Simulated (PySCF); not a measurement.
C3H5NSe, SMILES N#CCC[SeH] (CAM-B3LYP/def2-SVP optimised geometry):

```
10

N      2.658    -0.660     0.000
C      1.505    -0.660     0.000
C      0.040    -0.631    -0.018
C     -0.501     0.625    -0.705
Se    -2.451     0.673    -0.814
H     -0.326    -1.534    -0.528
H     -0.319    -0.689     1.021
H     -0.157     0.670    -1.747
H     -0.144     1.534    -0.205
H     -2.658     0.881     0.626
```

Level of theory: PySCF with CAM-B3LYP/def2-TZVP.

Problem. What are the frontier orbital energies and the dipole moment?

Solution. HOMO-2 -10.98 eV, HOMO-1 -10.79 eV, HOMO -8.45 eV, LUMO 0.38 eV, LUMO+1 1.28 eV; dipole moment 3.04 D.

Meta-Löwdin charges at CAM-B3LYP/def2-TZVP: N1 -0.23, C2 0.10, C3 -0.21, C4 -0.27, Se5 -0.01, H6 0.15, H7 0.14, H8 0.13, H9 0.13, H10 0.05.
